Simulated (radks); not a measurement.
Results of a calculation; reference values are marked as such.
Initial-state core-level shifts of the argon ion Ar3+ when its valence configuration changes from [Ne] 3s2 3p3. Level of theory: Dirac Kohn-Sham, PBE, spin-unpolarised, spherical densities, finite nucleus; open shells fill j = l - 1/2 first; Fermi nuclear charge, rms radius 3.4274 fm (a radial shooting solver on a logarithmic mesh with Libxc functionals). Shifts are changes of the shell-averaged eigenvalues in eV (positive: less bound); the change of the density at the nucleus, which sets a Mossbauer isomer shift, is in e/bohr^3, on a base of 4345.

[
 {"valence": "3s1.5 3p3.5", "1s": "-0.510", "2s": "-0.534", "2p": "-0.518", "density at nucleus": "-10.2743"},
 {"valence": "3s1 3p4", "1s": "-1.010", "2s": "-1.061", "2p": "-1.029", "density at nucleus": "-20.6173"},
 {"valence": "3p5", "1s": "-1.986", "2s": "-2.096", "2p": "-2.031", "density at nucleus": "-41.5024"},
 {"valence": "3s0.5 3p4.5", "1s": "-1.502", "2s": "-1.582", "2p": "-1.534", "density at nucleus": "-31.0272"}
]
